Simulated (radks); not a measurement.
Valence configurations of W I (all share [Xe]). Calculated with a radial shooting solver on a logarithmic mesh with Libxc functionals: Dirac Kohn-Sham, PBE, spin-unpolarised, spherical densities, finite nucleus; open shells fill j = l - 1/2 first; Fermi nuclear charge, rms radius 5.3658 fm. Order these by energy: 4f14 5d6; 4f14 5d3 6s2 6p1; 4f14 5d4 6s1.5 6p0.5; 4f14 5d4 6s1 6p1; 4f13 5d5 6s2; 4f13 5d4 6s2 6p1; 4f14 5d3.5 6s2 6p0.5; 4f14 5d5 6s1; 4f14 5d4 6s2; 4f12 5d5 6s2 6p1.

Answer. From the lowest, in eV above it: 4f14 5d4 6s2 0.000; 4f14 5d3.5 6s2 6p0.5 1.694; 4f14 5d5 6s1 1.941; 4f14 5d4 6s1.5 6p0.5 1.991; 4f14 5d3 6s2 6p1 3.812; 4f14 5d4 6s1 6p1 4.032; 4f14 5d6 4.340; 4f13 5d5 6s2 31.559; 4f13 5d4 6s2 6p1 35.700; 4f12 5d5 6s2 6p1 76.601. NIST lists [Xe] 4f14 5d4 6s2 as the ground configuration; this level of theory agrees among the configurations tried. The energies are those of spherical spin-averaged densities, not of single terms.
